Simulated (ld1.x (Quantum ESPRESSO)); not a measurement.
**Before and after: PAW potential for Sm (Z = 62)**

* Element: Sm
* Generator: ld1.x (Quantum ESPRESSO) 7.5
* Type: PAW
* Functional: PW91
* Relativity: scalar-relativistic
* Frozen core: [Kr] 4d10
* Valence charge: 16
* Reference configuration: 4f6 5s2 5p6 5d0 6s2 6p0
* Partial waves: 5s (bound): rcut 1.80, rcutus 2.10 bohr; 6s (bound): rcut 1.80, rcutus 2.10 bohr; 5p (bound): rcut 2.20, rcutus 2.35 bohr; 6p (bound, empty): rcut 2.20, rcutus 2.35 bohr; 5d (bound, empty): rcut 2.70, rcutus 3.20 bohr; 5d channel at 0.55 Ry: rcut 2.70, rcutus 3.20 bohr; 4f (bound): rcut 1.00, rcutus 1.25 bohr; 4f channel at 0.3 Ry: rcut 1.00, rcutus 1.25 bohr
* Local potential: all-electron potential smoothed inside 1.65 bohr (lloc = -2)
* Core correction: Bessel-smoothed model core inside 1.25 bohr
* Augmentation charge: PSQ, inside the norm-conserving radii

All-electron outer shells of the reference configuration (PW91, scalar-relativistic, ld1.x):

```json
{"shell": "4p", "level (eV)": "-247.48", "outermost node (bohr)": "0.30", "outermost maximum (bohr)": "0.56"}
{"shell": "4d", "level (eV)": "-128.84", "outermost node (bohr)": "0.28", "outermost maximum (bohr)": "0.59"}
{"shell": "5s", "level (eV)": "-43.32", "outermost node (bohr)": "0.69", "outermost maximum (bohr)": "1.27"}
{"shell": "5p", "level (eV)": "-23.27", "outermost node (bohr)": "0.73", "outermost maximum (bohr)": "1.43"}
{"shell": "6s", "level (eV)": "-3.62", "outermost node (bohr)": "1.70", "outermost maximum (bohr)": "3.66"}
{"shell": "4f", "level (eV)": "-2.53", "outermost node (bohr)": "–", "outermost maximum (bohr)": "0.61"}
{"shell": "5d", "level (eV)": "-1.72", "outermost node (bohr)": "0.84", "outermost maximum (bohr)": "2.17"}
{"shell": "6p", "level (eV)": "-1.24", "outermost node (bohr)": "2.06", "outermost maximum (bohr)": "4.94"}
```

Change: waves 5d (bound): rcut 2.28, rcutus 2.42 bohr; 5d channel at 0.55 Ry: rcut 2.28, rcutus 2.42 bohr.

Cutoffs: the cutoffs (Ry, on a coarse ladder) from which the occupation-weighted sum of valence levels, in a spherical-Bessel basis at the reference potential, stays within 10 and 1 mRy of its value at 400 Ry; they do not see the model core or the augmentation charge, which bear on the density cutoff. Errors are all-electron minus pseudo energies relative to the spin-unpolarised reference configuration.

Question: What does the change do?

Answer: The potential gets neither clearly harder nor softer (110 Ry and 180 Ry → 110 Ry and 180 Ry); of the 7 tests that both files solve, the error grows in 0 and shrinks in 2 by more than 15 % and 0.3 meV (median size 1.8 → 1.9 meV); neither file shows a bound ghost.

| quantity | base | changed |
| --- | --- | --- |
| cutoff, loose | 110 Ry | 110 Ry |
| cutoff, tight | 180 Ry | 180 Ry |
| bound ghosts | none | none |
| error for 4f6 5s2 5p6 5d0 6s1 6p0, meV [ΔE 5.98 eV] | -1.4 | -1.4 |
| error for 4f6 5s2 5p6 5d0 6s0 6p0, meV [ΔE 17.11 eV] | +3.1 | +3.1 |
| error for 4f5 5s2 5p6 5d0 6s0 6p0, meV [ΔE 41.04 eV] | -13 | -13 |
| error for 4f6 5s2 5p6 5d1 6s1 6p0, meV [ΔE 2.00 eV] | +1.5 | +0.6 |
| error for 4f5 5s2 5p6 5d1 6s2 6p0, meV [ΔE 2.97 eV] | +214 | +133 |
| error for 4f6 5s2 5p6 5d0 6s0 6p1, meV [ΔE 9.12 eV] | +1.8 | +1.9 |
| error for 4f6 5s2 5p6 5d0.5 6s1.5 6p0, meV [ΔE 0.98 eV] | +0.1 | +0.1 |
| lowest overlap eigenvalue by channel | s 0.23, p 0.12, d 0.77, f 0.98 | s 0.23, p 0.12, d 0.95, f 0.98 |
